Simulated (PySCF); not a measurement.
Molfile (atoms numbered from 1):
```
CH12O3Si4
     RDKit          3D

 20 19  0  0  0  0  0  0  0  0999 V2000
    2.1126    0.7254    0.3887 C   0  0  0  0  0  0  0  0  0  0  0  0
    2.1881   -0.3011   -1.1725 Si  0  0  0  0  0  4  0  0  0  0  0  0
    0.6762   -0.4004   -1.8743 O   0  0  0  0  0  0  0  0  0  0  0  0
   -0.9131   -0.3286   -1.4842 Si  0  0  0  0  0  4  0  0  0  0  0  0
   -1.2929   -1.5205   -0.4100 O   0  0  0  0  0  0  0  0  0  0  0  0
   -1.0351   -2.1002    1.1219 Si  0  0  0  0  0  4  0  0  0  0  0  0
   -1.2333    1.1314   -0.7936 O   0  0  0  0  0  0  0  0  0  0  0  0
   -1.8680    1.9727    0.4862 Si  0  0  0  0  0  4  0  0  0  0  0  0
    1.4869    0.2476    1.1587 H   0  0  0  0  0  0  0  0  0  0  0  0
    3.1203    0.8629    0.8115 H   0  0  0  0  0  0  0  0  0  0  0  0
    1.6910    1.7184    0.1705 H   0  0  0  0  0  0  0  0  0  0  0  0
    3.1096    0.3206   -2.1670 H   0  0  0  0  0  0  0  0  0  0  0  0
    2.6682   -1.6843   -0.8746 H   0  0  0  0  0  0  0  0  0  0  0  0
   -1.7199   -0.5099   -2.7019 H   0  0  0  0  0  0  0  0  0  0  0  0
   -1.4512   -1.0758    2.1284 H   0  0  0  0  0  0  0  0  0  0  0  0
   -1.8385   -3.3393    1.3070 H   0  0  0  0  0  0  0  0  0  0  0  0
    0.4143   -2.4047    1.3215 H   0  0  0  0  0  0  0  0  0  0  0  0
   -0.9584    1.8681    1.6665 H   0  0  0  0  0  0  0  0  0  0  0  0
   -1.9973    3.4035    0.0921 H   0  0  0  0  0  0  0  0  0  0  0  0
   -3.2092    1.4301    0.8560 H   0  0  0  0  0  0  0  0  0  0  0  0
  1  2  1  0
  2  3  1  0
  3  4  1  0
  4  5  1  0
  5  6  1  0
  4  7  1  0
  7  8  1  0
  1  9  1  0
  1 10  1  0
  1 11  1  0
  2 12  1  0
  2 13  1  0
  4 14  1  0
  6 15  1  0
  6 16  1  0
  6 17  1  0
  8 18  1  0
  8 19  1  0
  8 20  1  0
M  END
```

Geometry: PBE0-D3(BJ)/def2-SVP; GIAO absolute shieldings from PySCF, gas phase, non-relativistic, averaged over equivalent atoms.

At HF/pcSseg-1 (224 basis functions, 28 s wall time on 1 thread of an Arm Neoverse V1, shared host):
```tsv
atoms	σ (ppm)
C1	190.0
Si2	414.5
Si6/Si8	439.4
Si4	469.2
O3	283.4
O5/O7	300.1
H15/H16/H17/H18/H19/H20	27.12
H12/H13	27.15
H14	27.99
H9/H10/H11	31.22
```

Question: Predict the values at PBE0/pcSseg-1 on the same geometry.

Answer: 
```json
{"atoms": "C1", "σ at PBE0/pcSseg-1": "183.2", "change": "-6.8"}
{"atoms": "Si2", "σ at PBE0/pcSseg-1": "366.3", "change": "-48.2"}
{"atoms": "Si6/Si8", "σ at PBE0/pcSseg-1": "392.8", "change": "-46.6"}
{"atoms": "Si4", "σ at PBE0/pcSseg-1": "423.7", "change": "-45.5"}
{"atoms": "O3", "σ at PBE0/pcSseg-1": "255.9", "change": "-27.5"}
{"atoms": "O5/O7", "σ at PBE0/pcSseg-1": "278.9", "change": "-21.2"}
{"atoms": "H15/H16/H17/H18/H19/H20", "σ at PBE0/pcSseg-1": "26.14", "change": "-0.98"}
{"atoms": "H12/H13", "σ at PBE0/pcSseg-1": "26.15", "change": "-1.00"}
{"atoms": "H14", "σ at PBE0/pcSseg-1": "27.01", "change": "-0.98"}
{"atoms": "H9/H10/H11", "σ at PBE0/pcSseg-1": "30.73", "change": "-0.49"}
```

The largest change is at Si2 (silicon bonded to C, O, 2 H). Cost: 224 basis functions, 48 s wall time on 1 thread of an Arm Neoverse V1, shared host.
